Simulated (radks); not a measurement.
Question: Isoelectronic series with 1 electrons, all held in the configuration 1s1, which need not be the ground one along the series. Calculated with a radial shooting solver on a logarithmic mesh with Libxc functionals: Dirac Kohn-Sham, PBE, spin-unpolarised, spherical densities, finite nucleus; Fermi nuclear charge, rms radius of each element as measured or else 0.836 A^(1/3) + 0.57 fm. Total energies (hartree) and orbital eigenvalues (hartree):

ion,E (hartree),1s1/2
B4+,-12.23145,-11.03077
Ne9+,-49.50105,-47.06780
P14+,-111.97926,-108.3058
Ca19+,-199.92110,-194.9961
Mn24+,-313.69090,-307.4992
Zn29+,-453.76988,-446.2919
Br34+,-620.76658,-611.9781
Zr39+,-815.43154,-805.3033
Rh44+,-1038.67162,-1027.169
Sn49+,-1291.57845,-1278.659
Cs54+,-1575.4520,-1561.068
Nd59+,-1891.8434,-1875.937
Tb64+,-2242.5906,-2225.095
Yb69+,-2629.8702,-2610.706
Re74+,-3056.3816,-3035.455

Estimate the row of Hg79+.

Answer: E (hartree) -3525.2642; 1s1/2 -3502.464.
